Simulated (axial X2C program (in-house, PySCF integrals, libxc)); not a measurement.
**What spin–orbit coupling does to TaS⁺**

Computed with an in-house relativistic program for diatomic molecules. Spin-free means the one-electron spin-free X2C Hamiltonian; two-component (2c) means X2C with spin–orbit coupling and atomic mean-field two-electron Coulomb and Gaunt terms, so the difference of the two also holds small scalar two-electron terms. Basis: Ta dyall-cv3z [13s14p9d7f4g], S dyall-av3z [9s8p3d2f] (cores contracted in-house); Gaussian nuclei, density fitting, unrestricted open shells. Masses: Ta 180.948 u, S 31.972 u.

Spin-free state: M_S = 1, Λ = 2 (beyond evenly filled blocks: σα, δ+α); fragments Ta+ + S.

```csv
level,Re (Å),ωe (cm⁻¹),De (eV),μ (D)
PBE0,2.075,596.6,5.445,-2.91
TPSSh,2.083,586.1,5.679,-2.80
```

Dipoles are positive if S is the positive end and refer to the centre of mass.

Two-component determinant lowest at the distance of the search:

Ω = 1 (⟨Sz⟩ = -0.99, ⟨Lz⟩ = 1.99 at PBE0); fragments Ta+ + S.

```csv
level,Re (Å),ωe (cm⁻¹),μ (D)
PBE0,2.076,593.9,-2.94
TPSSh,2.083,583.6,-2.83
```

Q: From the two tables, how do the constants change at the PBE0 level (2c against spin-free)?

A: At the PBE0 level Re increases by 0.001 Å and ωe falls by 2.7 cm⁻¹.

One determinant describes the state; a PBE0 search over occupations chose it and may have missed a lower one. De is counted from the lowest determinant-based energies of the atoms at the same level, without counterpoise correction. De is not given where an atomic determinant may have missed its ground term or J level, or where the truncated virtual space spoils (T). Density functionals use the spin component along the axis (collinear). Other states lie close and PBE0, whose exact exchange favours high spin, may order them wrongly; the determinant shown need not be the ground state. The nearest other spin-free determinant of the search, M_S = 0, Λ = 0, lies 0.65 eV up at the distance of the search. Without a current term, density functionals place determinants with orbital angular momentum somewhat too high. With several unpaired electrons one determinant need not be a pure state. The determinant is spin-polarised beyond a pure state at some levels (its spin-free form has ⟨S²⟩ too high), which makes Re and μ there less reliable.
